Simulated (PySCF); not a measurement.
C2H4O3, SMILES COC(=O)O. Atoms are numbered in the order given.

```xyz
9

C      0.0356    -1.8316     0.0000
O      0.7036    -0.5716     0.0000
C     -0.0902     0.4980     0.0000
O     -1.2957     0.4865     0.0000
O      0.6719     1.6001     0.0000
H      0.8252    -2.5926     0.0000
H     -0.5977    -1.9389    -0.8936
H     -0.5977    -1.9389     0.8936
H      0.0602     2.3522     0.0000
```
Charge 0, spin multiplicity 1.

Geometry optimised at B3LYP-D3(BJ)/def2-SVP. One conformer was computed; it need not be the lowest.

Two levels are set side by side: PBE/pcSseg-1 (PySCF) and HF/pcSseg-1 (PySCF). GIAO shifts against H2O (¹⁷O), TMS (¹H), TMS (¹³C) at the same level; non-relativistic, no solvent, atoms listed together averaged. Differences are taken from unrounded values.

| quantity | HF |
|---|---|
| δ(¹³C) of C1 (ppm) | 53.7 |
| δ(¹⁷O) of O2 (ppm) | 114.6 |
| δ(¹³C) of C3 (ppm) | 164.7 |
| δ(¹⁷O) of O4 (ppm) | 297.9 |
| δ(¹⁷O) of O5 (ppm) | 147.8 |
| δ(¹H) of H6, H7, H8 (ppm) | 4.02 |
| δ(¹H) of H9 (ppm) | 5.78 |

Task: What does PBE give, and how far is it from HF? (Estimate from the structure and the level; the computed values follow.)

Result: 
| quantity | PBE | PBE minus HF |
|---|---|---|
| δ(¹³C) of C1 (ppm) | 59.0 | 5.3 |
| δ(¹⁷O) of O2 (ppm) | 154.0 | 39.4 |
| δ(¹³C) of C3 (ppm) | 161.2 | -3.6 |
| δ(¹⁷O) of O4 (ppm) | 313.6 | 15.8 |
| δ(¹⁷O) of O5 (ppm) | 176.8 | 29.0 |
| δ(¹H) of H6, H7, H8 (ppm) | 4.01 | -0.01 |
| δ(¹H) of H9 (ppm) | 5.04 | -0.74 |

Rough cost on one machine, each run with all the roots and properties that it gave: HF against PBE within a factor of 2.
